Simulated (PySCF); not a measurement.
GaF₂ + 2 HF → GaH₂ + 2 F₂

Level: PBE0 in the def2-TZVP basis family, all electrons, no relativity, computed in PySCF with density fitting; open shells unrestricted.

```
species                             state and structure       E (Eh)  ZPE (kJ/mol)  H(298 K) − H(0) (kJ/mol)  S° (J/(mol K))
   GaF₂  doublet, C2v, Ga–F 1.756 Å (×2); F–Ga–F 116.7°  -2124.23652           9.0                      12.2           279.0
     HF                       singlet, C∞v, H–F 0.920 Å   -100.39188          24.9                       8.7           173.6
   GaH₂  doublet, C2v, Ga–H 1.593 Å (×2); H–Ga–H 120.5°  -1925.73003          26.4                      10.2           224.9
     F₂                       singlet, D∞h, F–F 1.376 Å   -199.40856           6.6                       8.7           201.9
```

Question: What is the electronic reaction energy?

Answer: At PBE0/def2-TZVP, ΔE = 1242.2 kJ/mol from the differences of the total energies times 2625.5, uphill. 

Question: Add zero-point, thermal and entropy terms for 298.15 K and 1 bar.

Answer: ΔZPE = -19.2 and Δ[H(298) − H(0)] = -2.0 kJ/mol give ΔH° = 1221.0 kJ/mol. ΔS° = 2.5 J/(mol K), so ΔG° = 1221.0 − 298.15 × (0.0025) = 1220 kJ/mol.

Only the bonding shown was studied: isomers, or loss of a ligand pair, can lie lower.
